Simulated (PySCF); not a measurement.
CHAlClNO2 (SMILES O=C=[N][Al]([OH])[Cl]), singlet, at a GFN2-xTB geometry (such geometries of metal compounds can be far from the true shape). Base run: CCSD(T)/cc-pVDZ (PySCF).

PySCF was given this input:
```python
from pyscf import gto, scf, cc

mol = gto.M(
    atom='''
Al   -0.094093    0.340555   -0.636259
Cl    1.803686    0.056663   -1.251897
N    -0.569814   -0.298551    0.968679
C    -0.832287   -0.743461    2.042674
O    -1.095548   -1.171580    3.082872
O    -1.212351    1.124938   -1.533830
H    -1.993847    1.533279   -1.875524
''',
    basis='cc-pvdz',
    charge=0,
    spin=0,
    verbose=4,
    max_memory=1800,
)

mf = scf.RHF(mol)
mf.kernel()

mycc = cc.CCSD(mf, frozen=14)
mycc.kernel()
et = mycc.ccsd_t()
print('E(CCSD(T)) = %.10f' % (mycc.e_tot + et))
```

The base run was repeated with changes; each row names its change, and settings that it needs were set with it.

```
change         ΔE vs base (kcal/mol)  MP2 correlation (Eh)  CC correlation without the perturbative part (Eh)  basis functions  core-seconds (rough)
-------------  ---------------------  --------------------  -------------------------------------------------  ---------------  --------------------
base                           0.000              -0.82365                                           -0.84085               97                    40
method = mp2                   27.07              -0.82365                                                  -               97                     2
method = ccsd                  16.27              -0.82365                                           -0.84085               97                    10
method = cisd                  105.3                     -                                                  -               97                     8
```
